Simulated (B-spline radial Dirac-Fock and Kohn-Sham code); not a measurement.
**Cu⁺ in Watson spheres of different radius**

The computed values come from a radial finite-basis atomic code: Dirac-Fock energy differences between relaxed states, corrected for Breit and QED terms. The ion, [Ar] 3d10, sits in a hollow sphere of charge Q = -1, a simple model of the Madelung potential. Inside the sphere an electron's potential energy is raised by the constant 14.40·|Q|/R eV, so binding energies fall by about that much as long as the orbitals stay inside.

| radius (Å) | 14.40 |Q|/R (eV) | 1s (eV) | 2s (eV) | 2p1/2 (eV) | 2p3/2 (eV) | 3s (eV) | 3p1/2 (eV) | 3p3/2 (eV) | 3d3/2 (eV) | 3d5/2 (eV) |
| --- | --- | --- | --- | --- | --- | --- | --- | --- | --- | --- |
| 1.6 | 9.00 | 8987.1 | 1107.2 | 959.8 | 939.7 | 132.9 | 86.64 | 84.13 | 8.56 | 8.31 |
| 2.7 | 5.33 | 8990.7 | 1110.8 | 963.4 | 943.3 | 136.5 | 90.23 | 87.71 | 12.14 | 11.89 |

From the smallest to the largest radius 1s moves by +3.6 eV, while the constant potential alone would give +3.7 eV; the difference comes from charge outside the sphere and its screening.
